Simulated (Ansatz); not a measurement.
Dimer: HCl (SMILES Cl) (first 2 atoms) with CH3F (SMILES CF); geometry from B3LYP-D3(BJ)/def2-TZVP, rigid monomers moved along the line of their centres of mass till H2···F4 is 2.23 Å.
(charge 0, multiplicity 1):
```tsv
atom	x (Å)	y (Å)	z (Å)
Cl	0.1652	0.0521	-0.1361
H	0.2154	0.5086	1.0704
C	-0.5202	-0.5484	3.8158
F	0.0192	0.6318	3.2837
H	0.1962	-0.9578	4.5265
H	-1.4572	-0.2993	4.3117
H	-0.6921	-1.2464	2.9973
```

Counterpoise-corrected where a basis set is named; no monomer relaxation.

Cores are frozen in the correlated methods. CBS(a, b) extrapolates the correlation energy as X⁻³ and adds the Hartree–Fock energy of set b.

Programs: Ansatz (Gaussian orbitals). Values without a source in brackets are computed.

Task: Give the interaction energy at the level HF/aug-cc-pV(D+d)Z.

Result: -10 kJ/mol

Ansatz is a program for electronic structure.
